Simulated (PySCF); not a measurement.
# V(15+) (vanadium, charge +15) across methods

[He] 2s2 2p4, high-spin 3P determinant. Computed with PySCF 2.14 in an uncontracted even-tempered set (20 s from 2.1 bohr⁻², ratio 2.2; 12 p from 2.7 bohr⁻², ratio 2.2; 6 d from 16 bohr⁻², ratio 2.4; 5 f from 24 bohr⁻², ratio 2.4; 5 g from 36 bohr⁻², ratio 2.4), with scalar relativity by spin-free X2C-1e.

| method | E (hartree) | mean ε 2s β (eV) | mean ε 2p α (eV) | mean ε 2p β (eV) | Σ⟨r²⟩ (bohr²) | ⟨S²⟩ |
| --- | --- | --- | --- | --- | --- | --- |
| r2SCAN | -808.553 | -1106.2 | -1040.1 | -1024.4 | 0.5336 | 2.000 |
| M06 | -808.530 | -1112.7 | -1047.5 | -1030.5 | 0.5337 | 2.000 |
| r2SCAN0 | -808.555 | -1114.9 | -1050.1 | -1033.9 | 0.5334 | 2.000 |
| PBE0 | -808.387 | -1112.8 | -1046.3 | -1030.9 | 0.5342 | 2.000 |
| PBE | -808.332 | -1103.2 | -1034.9 | -1020.4 | 0.5347 | 2.000 |
| LDA | -806.317 | -1101.7 | -1034.1 | -1017.8 | 0.5357 | 2.000 |

Problem. Estimate the same row for UHF.

Solution. E (hartree) = -808.26968; mean ε 2s β (eV) = -1139.7; mean ε 2p α (eV) = -1079.3; mean ε 2p β (eV) = -1060.8; Σ⟨r²⟩ (bohr²) = 0.5332; ⟨S²⟩ = 2.000.
